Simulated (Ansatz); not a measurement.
`N#C[SiH2][GaH2]` + CH₃NH₂ → `CN[SiH2][GaH2]` + `C#N` at 600 K and 1 bar (ligand exchange at the Si–C bond).

Isolated molecules relaxed with PBE0-D4/def2-TZVP in Ansatz; ΔE leaves out vibrations. CCSD(T)/CBS adds triple-zeta CCSD(T) − MP2 to the extrapolated MP2 energy (def2 sets, frozen cores). This one scheme is used for every species. For Ga outer-core shells are correlated without core-valence functions, which leaves a few kJ/mol of doubt a bond. Scalar relativity is left out up to krypton. Each species was taken in one conformer, which may not be the lowest.

| species | CCSD(T)/CBS energy (Eh) | H − E (kJ/mol) | S (J/(mol·K)) |
| --- | --- | --- | --- |
| `N#C[SiH2][GaH2]` | -2308.14688 | 158.5 | 439.6 |
| CH₃NH₂ | -95.75281 | 199.3 | 283.8 |
| `CN[SiH2][GaH2]` | -2310.57822 | 291.4 | 477.5 |
| `C#N` | -93.32098 | 64.3 | 228.4 |

H − E and S are ideal-gas, rigid-rotor, harmonic terms from PBE0-D4/def2-TZVP, for one conformer and one mirror image of each species. 1 Eh = 2625.50 kJ/mol, R = 8.31446 J/(mol·K).

Q: By hand: ΔE, ΔH, ΔS and ΔG.

A: ΔE = (-2310.57822) + (-93.32098) − (-2308.14688) − (-95.75281) = 0.00049 Eh = 1.3 kJ/mol. Δ(H − E) = 291.4 + 64.3 − 158.5 − 199.3 = -2.1, so ΔH = -0.8 kJ/mol. ΔS = 477.5 + 228.4 − 439.6 − 283.8 = -17.5 J/(mol·K). ΔG = -0.8 − 600 × (-17.5)/1000 = 9.7 kJ/mol.

Q: By hand: the equilibrium constant, and the temperature at which ΔG would vanish if ΔH and ΔS stayed fixed.

A: log₁₀ K = −ΔG/(RT ln 10) = -0.8. ΔG = 0 at ΔH/ΔS = 46 K, though so small a ΔH makes that figure unsure.

TΔS isn't small against ΔH here. A doubt of 5 kJ/mol in ΔE shifts log₁₀ K by 0.4 here. Other conformers and mirror images would add mixing entropy, several J/(mol·K) or more a flexible species. Modes under 60 cm⁻¹, often nearly free rotors, make the harmonic entropy too high. These are equilibria of isolated gas molecules and say nothing of rates. Largest T1 diagnostic: 0.014 (customary marks: 0.02 for closed shells, 0.045 for open ones).
